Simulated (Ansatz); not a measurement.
## FeF: shapes and states compared

Program: Ansatz, Gaussian basis, development build; MRCISD by development code. Basis cc-pV(T+d)Z, nonrelativistic, 10 orbitals frozen in the corrections; active space CAS(7,11). Restricted Hartree–Fock, then the lowest state-specific CASSCF solution met for each case. On stretched bonds single-reference methods can fail or change state. Unlike active orbitals can shift such differences by tenths of an eV, at times by over 1 eV.

Case A, sextet: bond length 1.7800 Å.

Case B, quartet: the shape of A.

Energy less that of case A, in eV:

| case | RHF/ROHF | CASSCF | SC-NEVPT2 | MRCISD |
| --- | --- | --- | --- | --- |
| B | +3.032 | +0.729 | +0.546 | +0.566 |

Problem. Give the MRCISD+Q energies against case A.

Solution. B: +0.519 eV (12.0 kcal/mol).

Problem. Which case is lowest, and do the methods agree?

Solution. A is lowest in MRCISD+Q. Of the methods shown, RHF/ROHF, CASSCF, SC-NEVPT2, MRCISD agree.
